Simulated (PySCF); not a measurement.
CH₅InO₂S, SMILES C[S][In]([OH])[OH].

Geometry: PBE0-D3(BJ)/def2-SVP. The structure was generated by enumeration; whether it is a known compound was not checked. The def2 effective core potentials stand for the cores of In; spin–orbit coupling is left out. Other conformers were not sampled.

Method: TDA-CAM-B3LYP/def2-SVPD (PySCF).

Vertical excitations.  State labels are in the subgroup Cs.

| state | symmetry | energy (eV) | λ (nm) | f | main pairs |
|---|---|---|---|---|---|
| S1 | A" | 4.13 | 300 | 0.010 | HOMO→LUMO 91 % |
| S2 | A' | 5.39 | 230 | 0.012 | HOMO→LUMO+1 50 %, HOMO−1→LUMO 45 % |
| S3 | A" | 5.41 | 229 | 0.000 | HOMO−2→LUMO 93 % |
| S4 | A" | 5.93 | 209 | 0.003 | HOMO→LUMO+3 60 %, HOMO−4→LUMO 12 % |
| S5 | A" | 6.00 | 207 | 0.070 | HOMO−4→LUMO 78 % |
| S6 | A' | 6.05 | 205 | 0.100 | HOMO−3→LUMO 56 %, HOMO−2→LUMO+1 15 %, HOMO−1→LUMO 13 %, HOMO→LUMO+1 12 % |
| S7 | A' | 6.45 | 192 | 0.402 | HOMO−1→LUMO 35 %, HOMO→LUMO+1 30 %, HOMO−3→LUMO 18 % |
| S8 | A" | 6.62 | 187 | 0.011 | HOMO−1→LUMO+1 91 % |
| S9 | A" | 6.98 | 178 | 0.037 | HOMO→LUMO+4 63 %, HOMO→LUMO+2 12 %, HOMO→LUMO+3 11 % |
| S10 | A" | 7.04 | 176 | 0.003 | HOMO→LUMO+2 54 %, HOMO−3→LUMO+1 15 %, HOMO→LUMO+4 12 % |
| T1 | A" | 3.74 | 331 | 0 | HOMO→LUMO 87 % |
| T2 | A' | 4.71 | 263 | 0 | HOMO−1→LUMO 82 % |
| T3 | A" | 4.98 | 249 | 0 | HOMO−2→LUMO 88 % |
| T4 | A' | 5.09 | 244 | 0 | HOMO→LUMO+1 48 %, HOMO−3→LUMO 44 % |
Triplets are in the Tamm–Dancoff approximation.
